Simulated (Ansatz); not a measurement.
CH$_{7}$SbSi (`[SiH3][CH2][SbH2]`). The species carries charge 0 and has multiplicity 1. Sb: def2 effective core potential. The geometry is a stationary point of PBE0-D4/def2-TZVP.

```xyz
10

Si   -0.158   -1.169    0.444
C    -0.822    0.361   -0.390
Sb    0.634    1.952   -0.630
H    -1.206   -2.222    0.576
H     0.337   -0.833    1.805
H     0.968   -1.732   -0.348
H    -1.654    0.787    0.177
H    -1.196    0.132   -1.391
H     1.862    0.910   -1.210
H     1.234    1.813    0.967
```

Question: What is the dipole moment at PBE/def2-TZVPP? (Estimate.)

Answer: The calculation gave: 1.07 D, with components (-0.76, 0.59, -0.47) D in this frame, pointing from negative to positive charge.

Question: And with r2SCAN, B3LYP, ωB97M-V? (An estimate is asked.)

Answer: The calculation gave: r2SCAN 1.05 D, B3LYP 1.11 D, ωB97M-V 1.05 D.

Question: Give the Mulliken charges with PBE, r2SCAN, ωB97M-V in def2-TZVPP. (Estimate.)

Answer: Ansatz gave: 
```csv
atom,PBE,r2SCAN,ωB97M-V
Si1,0.18,0.27,0.17
C2,-0.44,-0.43,-0.55
Sb3,0.33,0.36,0.30
H4,-0.06,-0.08,-0.04
H5,-0.05,-0.07,-0.03
H6,-0.05,-0.07,-0.03
H7,0.13,0.11,0.15
H8,0.13,0.11,0.15
H9,-0.09,-0.10,-0.07
H10,-0.09,-0.10,-0.07
```

B3LYP here is the variant with VWN-RPA as its local correlation; programs differ in this.
